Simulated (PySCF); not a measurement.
C3H10ClGaS.
Structure used (PBE0-D3(BJ)/def2-SVP), in Å, numbered top down from 1:
```xyz
16
C3H10ClGaS angstrom
C     -0.9575    1.5675    0.0831
S     -1.2613   -0.0091   -0.7387
C     -1.9782   -0.9589    0.6159
Ga     1.0688   -1.0831   -0.9187
C      2.2041    0.3429   -0.0901
Cl     3.8736   -0.3492   -0.1361
H     -1.9134    2.0320    0.3625
H     -0.4404    2.2133   -0.6389
H     -0.3225    1.4351    0.9697
H     -2.1709   -1.9674    0.2272
H     -1.2749   -1.0314    1.4572
H     -2.9253   -0.5011    0.9343
H      1.1556   -1.2285   -2.4809
H      0.7250   -2.3134    0.0082
H      1.9877    0.5609    0.9654
H      2.2401    1.2911   -0.6448
```

The calculation used PySCF, delta-SCF UKS SCAN, pcX-2 on the ionised atom, pcseg-1 elsewhere, spin-free X2C. The ground state was rerun for each ionised atom, in the same mixed basis as its hole state.

```csv
ionised atom,basis functions,E(ground) (Eh),E(ionised) (Eh)
C1,186,-2920.93426,-2910.20053
C5,186,-2920.93636,-2910.24783
S2,197,-2921.07176,-2829.99885
Cl6,197,-2921.10544,-2817.18418
```

Question: What are the 1s binding energies?

Answer: E(ionised) − E(ground), at 27.2114 eV a hartree:

```csv
atom,environment,difference (Eh),binding energy (eV)
C1,S-methyl carbon,10.73373,292.08
C5,sp3 C–Cl carbon,10.68853,290.85
S2,sulfur bonded to 2 C and Ga,91.07291,2478.22
Cl6,alkyl chlorine,103.92126,2827.84
```

Question: How much do the ground-state energies differ, and what would follow from using one of them for all holes?

Answer: They run from -2921.1054 Eh (core basis on Cl6) to -2920.9343 Eh (on C1), 0.1711 Eh or 4.66 eV apart, for one and the same state in different bases and grids. Pairing the ion of C1 with the ground state of Cl6 would put its binding energy 4.66 eV too high.

Only 1s holes are shown. One atom of each set of topologically equivalent atoms was ionised and stands for the set; in this conformer not all members are related by symmetry, and their own values weren't computed. Geometry: PBE0-D3(BJ)/def2-SVP, one conformer, isolated molecule.

Hardware: one thread, x86-64 server, on a shared host. Cost: 67 s wall.
